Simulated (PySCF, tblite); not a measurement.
Isomers of C4H6O2SSi. Computed with GFN2-xTB (tblite): harmonic, unscaled wavenumbers at the GFN2-xTB geometry, gas phase. Errors from tens to a few hundred cm⁻¹ against measured bands are possible. Modes of hydrogen on silicon can be 10 to 20 % off. One conformer each.

Electronic energies: PBE0/pcSseg-1 single points on the GFN2-xTB geometries (PySCF, gas phase).

```json
{"SMILES": "C#C[Si@@H](OC=O)SC", "electronic energy, lowest = 0 (kcal/mol)": "9.2"}
{"SMILES": "O=CO/C=C1\\[SiH2]CS1", "electronic energy, lowest = 0 (kcal/mol)": "34.5"}
{"SMILES": "C=C[C@@H]1O[SiH2]OC1=S", "electronic energy, lowest = 0 (kcal/mol)": "0.0"}
```

How do GFN2-xTB zero-point energies change the relative energies?

```json
{"SMILES": "C=C[C@@H]1O[SiH2]OC1=S", "ZPE (kcal/mol)": "57.3", "of it from modes above 1550 cm⁻¹": "26.8", "electronic (kcal/mol)": "0.0", "with ZPE, lowest = 0 (kcal/mol)": "0.0", "lowest mode (cm⁻¹)": "60", "rings": "1"}
{"SMILES": "C#C[Si@@H](OC=O)SC", "ZPE (kcal/mol)": "55.9", "of it from modes above 1550 cm⁻¹": "30.9", "electronic (kcal/mol)": "9.2", "with ZPE, lowest = 0 (kcal/mol)": "7.8", "lowest mode (cm⁻¹)": "42", "rings": "0"}
{"SMILES": "O=CO/C=C1\\[SiH2]CS1", "ZPE (kcal/mol)": "56.2", "of it from modes above 1550 cm⁻¹": "28.4", "electronic (kcal/mol)": "34.5", "with ZPE, lowest = 0 (kcal/mol)": "33.5", "lowest mode (cm⁻¹)": "76", "rings": "1"}
```

The zero-point energies span 1.4 kcal/mol, from `C#C[Si@@H](OC=O)SC` to `C=C[C@@H]1O[SiH2]OC1=S`. The order is unchanged.

And how do the electronic energies of GFN2-xTB itself compare?

`C=C[C@@H]1O[SiH2]OC1=S` 0.0; `C#C[Si@@H](OC=O)SC` 48.2; `O=CO/C=C1\[SiH2]CS1` 64.8 kcal/mol, lowest = 0. Against the energies above, taken from the same isomer `C=C[C@@H]1O[SiH2]OC1=S`, the largest difference is 39.0 kcal/mol.

What do entropy and thermal enthalpy add at 298.15 K and 1 bar (rigid rotor, harmonic oscillator, one conformer each)?

```csv
SMILES,point group,symmetry number,S (cal/(mol K)),H − H(0) (kcal/mol),ZPE + H − H(0) − TS (kcal/mol)
C=C[C@@H]1O[SiH2]OC1=S,C1,1,92.4,6.01,35.7
C#C[Si@@H](OC=O)SC,C1,1,106.9,7.66,31.6
O=CO/C=C1\[SiH2]CS1,Cs,1,91.6,6.10,35.0
```
